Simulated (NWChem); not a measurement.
Species: SiN2H5Br; SMILES Br[SiH](N)N

```xyz
9

Si     0.0196    -0.9222     0.3831
N     -1.4751    -1.4741    -0.2444
N      1.2651    -1.8352    -0.3534
Br    -0.0105     1.2921    -0.0510
H      0.2763    -0.9976     1.8480
H     -2.2890    -0.8719    -0.2518
H     -1.7169    -2.4577    -0.2040
H      1.3023    -1.9168    -1.3640
H      2.1925    -1.8476     0.0560
```
Atoms are numbered in this order, from 1.

Results from NWChem. Geometry: optimised at PBE0/def2-SVP. GIAO values for the isolated, static molecule; σ is the absolute isotropic shielding, δ = σ(reference) − σ with the isolated reference molecule computed at the same levels (1H: tetramethylsilane, 15N: ammonia, 29Si: tetramethylsilane). Spin-orbit effects, on the heavy nuclei and on their neighbours, are missing.

Task: Estimate the computed values for PBE/pcSseg-1. Quantities: δ Si1 (ppm); δ N2 (ppm); δ N3 (ppm); δ H5 (ppm); δ H6 (ppm); δ H7 (ppm); δ H8 (ppm).

Result: 
```
Quantity     Value
-----------  -----
δ Si1 (ppm)  -19.4
δ N2 (ppm)    37.0
δ N3 (ppm)    47.6
δ H5 (ppm)    5.91
δ H6 (ppm)    0.64
δ H7 (ppm)    0.69
δ H8 (ppm)    1.02
```
